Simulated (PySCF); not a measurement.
A GIAO shielding run with PySCF (density fitting, non-relativistic, gas phase) on SMILES C(CC)C[C@](C)([SiH3])Cl, C6H15ClSi:

```
$ OMP_NUM_THREADS=1 python probes_run.py task.json out

{"job": {"kind": "nmr", "xc": "PBE0", "basis": "pcSseg-1"}, "charge": 0, "multiplicity": 1}
C      3.449663     0.136086    -0.136129
C      2.140886    -0.306288    -0.778908
C      0.943446    -0.017731     0.123559
C     -0.366053    -0.483820    -0.504450
C     -1.593898    -0.291345     0.376547
C     -2.835464    -0.790938    -0.345972
Si    -1.838821     1.485700     1.063850
Cl    -1.401786    -1.324365     1.853874
H      3.600317    -0.378327     0.810437
H      3.439696     1.207196     0.053754
H      4.292176    -0.088285    -0.786120
H      2.009489     0.211498    -1.732187
H      2.184698    -1.377753    -0.987538
H      0.891109     1.056379     0.317912
H      1.084870    -0.525227     1.079521
H     -0.538778     0.072436    -1.430651
H     -0.275747    -1.542491    -0.768263
H     -2.707969    -1.821446    -0.677343
H     -3.706258    -0.746832     0.303976
H     -3.025063    -0.167994    -1.218667
H     -3.181586     1.536601     1.637227
H     -0.839662     1.764314     2.088401
H     -1.730021     2.419617    -0.059812
```

Hardware: 1 thread of an Arm Neoverse N1, shared host. The job also computes population analyses, field gradients.

Task: How large is the calculation?

Result: 82 electrons, 225 basis functions and 1210 auxiliary functions.

Task: How long does it take, and how much memory does it need?

Result: 110 s of wall time, with 12 SCF cycles and 4 response iterations; peak memory 1.1 GiB. Times on a shared host scatter by some tens of per cent.
